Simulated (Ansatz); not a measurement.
Co2Pt. Total charge 0; singlet. Geometry relaxed at PBE-D4/def2-TZVP.

```xyz
3

Pt   -1.327   -0.394    0.122
Co    0.943   -0.527    0.641
Co    0.384    0.921   -0.763
```

In the def2 sets Pt takes a core potential; there is no spin–orbit coupling. A triplet lies near this restricted singlet, and broken spin symmetry wasn't tried. At PBE0-D4/def2-TZVP a quintet of charge 0 lies 3.76 eV below the restricted singlet, each at its own geometry. The structure comes from a short search, and lower isomers may exist.

Problem. Estimate the harmonic wavenumbers at RKS PBE-D4/def2-TZVP (Ansatz, unscaled). Is this a minimum?

Solution. 213, 227, 350 cm⁻¹. Yes, no mode is imaginary beyond noise. Zero-point energy 4.7 kJ/mol. Run time 13 s (4 threads of Arm Neoverse V1 on a shared host).
